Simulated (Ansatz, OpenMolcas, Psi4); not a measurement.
# Si2NH5F (SMILES F[SiH2]N[SiH2]): methods side by side

Si2NH5F has 9 atoms, charge 0, and is taken as a doublet. SMILES: `F[SiH2]N[SiH2]`. The shape is that of a PBE0-D4/def2-TZVP optimisation. This is one conformer, not always the lowest.

Each level gives the electronic atomisation energy (eV). The values are calculated. Electronic energies at fixed atoms, without zero-point motion or spin-orbit coupling.

```tsv
level	kind	program	value (eV)	less CCSD(T)/6-31G*
UHF/6-31G* (spherical functions)	Hartree–Fock	OpenMolcas	21.65	-5.18
U-revPBE/6-31G* (spherical functions)	GGA	OpenMolcas	29.06	+2.23
UBLYP/6-31G* (spherical functions)	GGA	Ansatz	29.69	+2.86
U-r2SCAN/6-31G* (spherical functions)	meta-GGA	OpenMolcas	29.98	+3.15
UM06-L/6-31G* (spherical functions)	meta-GGA	OpenMolcas	30.02	+3.19
U-r2SCAN0/6-31G* (spherical functions)	hybrid meta-GGA	Ansatz	29.48	+2.65
U-wB97X-V/6-31G* (spherical functions)	range-separated hybrid	Psi4	30.32	+3.49
RPA@PBE0/6-31G* (spherical functions)	RPA	Ansatz	26.58	-0.25
UMP2/6-31G* (spherical functions)	perturbation theory	Ansatz	27.24	+0.41
UCCSD(T)/6-31G* (spherical functions)	coupled cluster or CI	Ansatz	26.83	0.00
```

Differences are taken from UCCSD(T)/6-31G* (spherical functions) for orientation; it has basis-set and higher-order errors of its own. Correlated wave functions underbind in double-zeta sets. The values span 21.65 to 30.32 eV.
